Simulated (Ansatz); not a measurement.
Species: C₃H₂O₂, SMILES `C#CC(=O)O` (O–C–O–H torsion 0°) (charge 0, multiplicity 1).

Task: Give a relaxed geometry from Ansatz (a first-principles code) with B3LYP-D3(BJ)/def2-TZVP.

Result: This is not unique; one that fits is the end point of this relaxation, one of several conformers (outside a Z-matrix the atoms follow the SMILES, hydrogens last).
Cartesian coordinates (Å) in one orientation:
```xyz
7

C      1.910    -0.173    -0.102
C      0.731     0.026    -0.032
C     -0.678     0.332     0.056
O     -1.126     1.444     0.160
O     -1.434    -0.783     0.008
H      2.957    -0.348    -0.164
H     -2.360    -0.499     0.073
```
